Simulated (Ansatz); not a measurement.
Al3Ga2⁺, relaxed as a singlet with RKS r2SCAN-D4/def2-SVP in Ansatz, starting from the GFN1-xTB geometry. Force threshold 0.02 eV/Å.

The structure comes from a short search, and lower isomers may exist.

Start:

```tsv
atom	x (Å)	y (Å)	z (Å)
Al1	1.431	-1.683	-0.096
Al2	-0.845	-1.819	0.992
Al3	-0.679	2.044	-1.041
Ga4	1.747	0.752	-0.647
Ga5	-1.654	0.706	0.792
```

| step | energy (eV) | largest force component (eV/Å) | SCF passes |
| --- | --- | --- | --- |
| 1 | -124516.2784 | 1.034 | 19 |
| 2 | -124516.7471 | 0.529 | 29 |
| 3 | -124516.8798 | 0.318 | 30 |
| 4 | -124516.9413 | 0.294 | 27 |
| 5 | -124516.9734 | 0.078 | 23 |
| 6 | -124516.9879 | 0.123 | 28 |
| 7 | -124516.9898 | 0.156 | 26 |
| 8 | -124516.9942 | 0.019 | 24 |

Force components are those of the run's own axes.

End:

Cartesian coordinates in Å:
```
Al 1.547 -1.655 0.069
Al -0.839 -1.764 1.155
Al -0.499 2.399 -0.858
Ga 1.139 0.567 -0.747
Ga -1.348 0.453 0.381
```

Bonds formed: Ga4–Ga5 (atoms count from 1). The end is the same structure that another start reached.

No frequencies were taken in this run, so the end may be a saddle point.

Run time 15 s (4 threads of Arm Neoverse V2 on a shared host).
